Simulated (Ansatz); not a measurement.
A barrier at the coupled-cluster level

Start structure (BNH₅ClO₂, singlet), relaxed at PBE0-D4/def2-TZVP:

```
10
angstrom
B 0.2540 -0.0369 -0.3785
Cl 1.2002 -1.6925 -0.2272
O -0.6567 0.0350 -1.4465
O 1.1226 1.0628 -0.2109
H -0.2452 -0.3074 1.7701
N -0.7608 -0.1171 0.9177
H -0.2285 0.3621 -2.2387
H 2.0032 0.7841 0.0417
H -1.4378 -0.8591 0.7684
H -1.2510 0.7691 1.0038
```

The step: BNH₅ClO₂ ([NH3][B]([OH])([OH])[Cl]) → BNH₅O₂ ([NH3][B]([OH])[OH]) + Cl; bonds broken: B1–Cl2. Computed with Ansatz 0.2.0 (basis: def2-TZVPP and def2-QZVPP); correlated methods freeze the cores. Extrapolation: Hartree–Fock as exp(−7.88 √X), correlation as X^−2.97. Energies below are by CCSD(T) at an estimated basis limit (MP2 extrapolated from triple and quadruple zeta, plus CCSD(T) − MP2 in triple zeta).

Problem. What are the electronic barrier and the energy of the step, from the start structure to the end structure? (An estimate is asked for; the value comes from the calculation.)

Solution. Computed: Barrier 14.78 kcal/mol; step energy 6.93 kcal/mol (uphill); reverse barrier, their difference, 7.85 kcal/mol. Barrier and step energy count from the start structure, the reverse barrier from the end structure.

The saddle point: One imaginary mode of 217i cm⁻¹.
```tsv
pair	start (Å)	saddle (Å)	end (Å)
B1–Cl2	1.91	2.66	3.35
```

Zero-point energy (harmonic, PBE0-D4): ZPE is 47.01 kcal/mol at the start and 45.85 kcal/mol at the saddle, so the barrier goes from 14.78 to 13.61 kcal/mol.

First-order rate constant out of the start structure at 298 K by transition-state theory, with harmonic vibrational free energies alone and no tunnelling: ΔA‡ = 13.96 kcal/mol, so k = (kB T/h) exp(−ΔA‡/kB T) ≈ 10^3 s⁻¹ (an order of magnitude at best: rotation, the number of equivalent paths and anharmonicity are left out).

T1 diagnostic: at most 0.013.

Labels in which every atom is bracketed show which atoms are joined, not bond orders.

For scale, one of the runs: CCSD(T)/def2-TZVPP, 236 basis functions, launched by `ansatz run in.yaml --threads 4 --pin off --events-out ev --progress --plain --max-ram 9574MiB`. The run took 2.3 min on 4 CPU threads of an Arm Neoverse V1 (shared host), with 4.6 GiB of host memory at its peak.
